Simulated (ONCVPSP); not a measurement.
**Cutoff test, nitrogen, ONCV**

N (Z = 7), optimised norm-conserving Vanderbilt (ONCV), made with ONCVPSP 4.0.1 (PBE, fully relativistic). Core [He], reference 2s2 2p2.5 (charge +0.5). Waves: 2s: rc 0.65 bohr, ncon 3, nbas 8, qcut 11.5 1/bohr, 2 projectors, debl 2.3 Ha; 2p: rc 2.35 bohr, ncon 5, nbas 9, qcut 7.3 1/bohr, 2 projectors, debl 0.6 Ha. Local part: polynomial inside 0.60 bohr (lpopt 5, dvloc0 1 Ha). Core correction: Teter function fitted to the true core (icmod 2), fcfact 0.2.

Open shells are filled in proportion to 2j + 1.

Q: For each optimised wave give the share of its norm inside rc, the residual kinetic energy above qcut (Ha) and the cutoffs (Ha) for errors of 10, 1, 0.1 and 0.01 mHa per electron.

A:

```tsv
wave	norm inside rc	residual KE	10 mHa	1 mHa	0.1 mHa	0.01 mHa
2s	0.092	7.9e-04	19.2	62.8	335.5	812.1
s projector 2	0.041	1.2e-03	24.0	80.6	614.6	731.3
2p j=3/2	0.901	2.6e-08	12.4	16.1	19.2	21.8
p projector 2 j=3/2	0.118	8.4e-08	10.7	15.3	18.9	21.9
2p j=1/2	0.902	2.6e-08	12.4	16.1	19.2	21.8
p projector 2 j=1/2	0.118	8.5e-08	10.7	15.3	19.0	21.9
```

The occupied waves need 63 Ha and 335 Ha for 1 and 0.1 mHa. Note: ghosts flagged at negative energy: s at -330.1 eV; no localised positive-energy state flagged. A true bound ghost makes a file unfit for plane-wave use. Its largest configuration-test error is +403 meV.
